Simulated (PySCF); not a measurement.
Group charges in `N#C[SiH](C#N)CCCl`

Compound: C₄H₅ClN₂Si.
SMILES with atom numbers: `[N:1]#[C:2][SiH:3]([C:4]#[N:5])[CH2:6][CH2:7][Cl:8]` (hydrogens: H9 on Si3; H10, H11 on C6; H12, H13 on C7)

Cartesian coordinates in Å at the GFN2-xTB level; atoms count from 1:
```
atom  x, y, z in Å
N1     1.5081   -1.0006    2.4668
C2     1.2602   -0.3373    1.5676
Si3    0.8142    0.7301    0.0982
C4     2.3211    0.6234   -1.0057
N5     3.2425    0.5734   -1.6831
C6    -0.6214   -0.1313   -0.8201
C7    -1.7018   -0.5881    0.1415
Cl8   -2.1575    0.7562    1.2270
H9     0.6053    2.1137    0.5079
H10   -1.0516    0.5587   -1.5483
H11   -0.2668   -1.0008   -1.3786
H12   -2.6085   -0.9025   -0.3758
H13   -1.3483   -1.3944    0.7848
```

Atomic charges (e) from the PBE0/pcSseg-1 density (PySCF):

```json
{"atom": "N1", "Mulliken": "-0.1840", "IAO": "-0.1687", "Hirshfeld": "-0.1752", "ESP-fitted": "-0.3759"}
{"atom": "C2", "Mulliken": "-0.1936", "IAO": "-0.1587", "Hirshfeld": "-0.0277", "ESP-fitted": "+0.2326"}
{"atom": "Si3", "Mulliken": "+0.9272", "IAO": "+0.9013", "Hirshfeld": "+0.4380", "ESP-fitted": "+0.2649"}
{"atom": "C4", "Mulliken": "-0.1980", "IAO": "-0.1587", "Hirshfeld": "-0.0301", "ESP-fitted": "+0.2024"}
{"atom": "N5", "Mulliken": "-0.1854", "IAO": "-0.1712", "Hirshfeld": "-0.1797", "ESP-fitted": "-0.3700"}
{"atom": "C6", "Mulliken": "-0.5405", "IAO": "-0.5364", "Hirshfeld": "-0.1494", "ESP-fitted": "-0.1517"}
{"atom": "C7", "Mulliken": "-0.2111", "IAO": "-0.2295", "Hirshfeld": "-0.0248", "ESP-fitted": "-0.2729"}
{"atom": "Cl8", "Mulliken": "-0.1469", "IAO": "-0.0985", "Hirshfeld": "-0.0334", "ESP-fitted": "-0.1195"}
{"atom": "H9", "Mulliken": "+0.0130", "IAO": "-0.0691", "Hirshfeld": "-0.0419", "ESP-fitted": "+0.0117"}
{"atom": "H10", "Mulliken": "+0.1731", "IAO": "+0.1690", "Hirshfeld": "+0.0531", "ESP-fitted": "+0.1195"}
{"atom": "H11", "Mulliken": "+0.1795", "IAO": "+0.1744", "Hirshfeld": "+0.0611", "ESP-fitted": "+0.1021"}
{"atom": "H12", "Mulliken": "+0.1810", "IAO": "+0.1741", "Hirshfeld": "+0.0587", "ESP-fitted": "+0.1783"}
{"atom": "H13", "Mulliken": "+0.1856", "IAO": "+0.1719", "Hirshfeld": "+0.0516", "ESP-fitted": "+0.1783"}
```

Q: Cut each of the bonds C2–Si3, Si3–C6 and C7–C6 in turn and sum the charges on the side of the atom named first.

A: In e; the other side holds the opposite charge:

| bond cut | piece | atoms | Mulliken | IAO | Hirshfeld | ESP-fitted |
| --- | --- | --- | --- | --- | --- | --- |
| C2–Si3 | CN | 2 | -0.378 | -0.327 | -0.203 | -0.143 |
| Si3–C6 | C2HN2Si | 6 | +0.179 | +0.175 | -0.017 | -0.034 |
| C7–C6 | CH2Cl | 4 | +0.009 | +0.018 | +0.052 | -0.036 |

Extremes among these pieces. Mulliken: lowest CN at C2, highest C2HN2Si at Si3; IAO: lowest CN at C2, highest C2HN2Si at Si3; Hirshfeld: lowest CN at C2, highest CH2Cl at C7; ESP-fitted: lowest CN at C2, highest C2HN2Si at Si3.

Q: Do the schemes agree better on the pieces than on the single atoms at the cuts?

A: The spread between schemes averages 0.179 e for the pieces and 0.446 e for the atoms named first; it is smaller for the piece at 3 of the 3 cuts. On average they agree better on the pieces. The sign differs between schemes (beyond ±0.03 e) for C2HN2Si at Si3 and CH2Cl at C7.

One conformer (not necessarily the lowest) at the GFN2-xTB geometry, without solvent, vibrations or thermal averaging.

The run behind these numbers computed NMR shieldings as well. On Arm Neoverse V1, one thread, shared host with 32 logical CPUs at a one-minute load of 30, this took 29 s wall and 0.79 GiB of memory at its peak.
